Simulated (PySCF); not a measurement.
An equivalent PySCF input for Ne⁺ (neon, charge +1), [He] 2s2 2p5, 2P determinant, with scalar relativity by spin-free X2C-1e:

```python
from pyscf import gto, scf, dft, mp, cc
import basis_set_exchange as bse
mol = gto.M(atom="Ne 0 0 0", charge=1, spin=1, symmetry="D2h",
            basis=gto.basis.parse(bse.get_basis("aug-cc-pVQZ-DK", elements=["Ne"], fmt="nwchem")),
            nucmod="G")
mf = dft.UKS(mol, xc="WB97M_V").sfx2c1e()
mf.irrep_nelec = {'Ag': (2, 2), 'B1u': (1, 1), 'B2u': (1, 1), 'B3u': (1, 0)}
mf.kernel()
```

It reaches the same state as the run whose output follows, with an energy that differs only through the grid. The run itself started from symmetry-adapted Hartree-Fock orbitals and held the occupation by maximum overlap, on a logarithmic radial grid, so the iterations belong to that start.

```
SCF conv_tol = 1e-09
number electrons alpha = 5  beta = 4
XC functionals = WB97M_V
    N. Mardirossian and M. Head-Gordon.,  J. Chem. Phys. 144, 214110 (2016)
NLC functional = WB97M_V
cycle= 1 E= -128.296473925918  delta_E= -0.00483  |g|= 0.0172  |ddm|= 0.141
cycle= 2 E= -128.296525462335  delta_E= -5.15e-05  |g|= 0.00441  |ddm|= 0.0127
cycle= 3 E= -128.296528672201  delta_E= -3.21e-06  |g|= 0.00192  |ddm|= 0.00523
cycle= 4 E= -128.296529297158  delta_E= -6.25e-07  |g|= 9.17e-05  |ddm|= 0.00168
cycle= 5 E= -128.296529301002  delta_E= -3.84e-09  |g|= 1.67e-05  |ddm|= 0.000137
cycle= 6 E= -128.296529301125  delta_E= -1.24e-10  |g|= 1.1e-06  |ddm|= 2.91e-05
converged SCF energy = -128.296529301125  <S^2> = 0.75116104  2S+1 = 2.0011607
```
